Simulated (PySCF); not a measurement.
H2S2, SMILES SS.

Geometry optimised at PBE0-D3(BJ)/def2-TZVP.

These are CAM-B3LYP/def2-TZVPD in PySCF values and carry that method's errors.

Symmetry labels are those of the subgroup C2 that the program uses (full group C2).

Computed valence orbital energies around the gap with their symmetry:
```tsv
orbital	symmetry	energy (eV)
HOMO−7	B	-163.03
HOMO−6	A	-24.37
HOMO−5	B	-20.40
HOMO−4	A	-14.26
HOMO−3	B	-12.98
HOMO−2	A	-11.51
HOMO−1	B	-8.95
HOMO	A	-8.91
LUMO	B	-0.17
LUMO+1	A	0.53
LUMO+2	B	1.13
LUMO+3	A	1.50
```
